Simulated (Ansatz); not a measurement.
Ideal-gas functions of `[ZnH2]` at 800 K and 1 bar, from an Ansatz frequency run at PBE0-D4/def2-TZVP.

Molar mass 67.41 g/mol, point group D∞h (symmetry number 2), electronic degeneracy 1, moments of inertia 4.808 u Å². Harmonic wavenumbers (cm⁻¹, unscaled): 653, 653, 1898, 1901.

Use S(trans) = R[1.5 ln M + 2.5 ln T − 1.1517]; rotational temperatures θ = 24.2544 K / I; S(rot) = R[ln(T/σθ) + 1]; for each mode x = 1.438777 ν̃/T, S = R[x/(eˣ − 1) − ln(1 − e⁻ˣ)] and H = RT x/(eˣ − 1); 1 cm⁻¹ = 0.0119627 kJ/mol; R = 8.31446 J/(mol·K).

By hand: the entropy, in J/(mol·K).

Translation 181.9. Rotation: θ = 5.0446 K, giving 44.7. Vibration, mode by mode: 7.44, 7.44, 1.24, 1.24, in all 17.4. Electronic 0.0. Sum 244.0 J/(mol·K).

By hand: H − E and G − E in kJ/mol, counted from the electronic energy.

Zero-point energy ½ × 5105 × 0.0119627 = 30.5; thermal vibration 8.5; translation, rotation and pV give 3.5 RT = 23.3. H − E = 62.3 kJ/mol, and G − E = 62.3 − 800 × 244.0/1000 = -132.9 kJ/mol.

Vibration gives 7 % of the entropy.
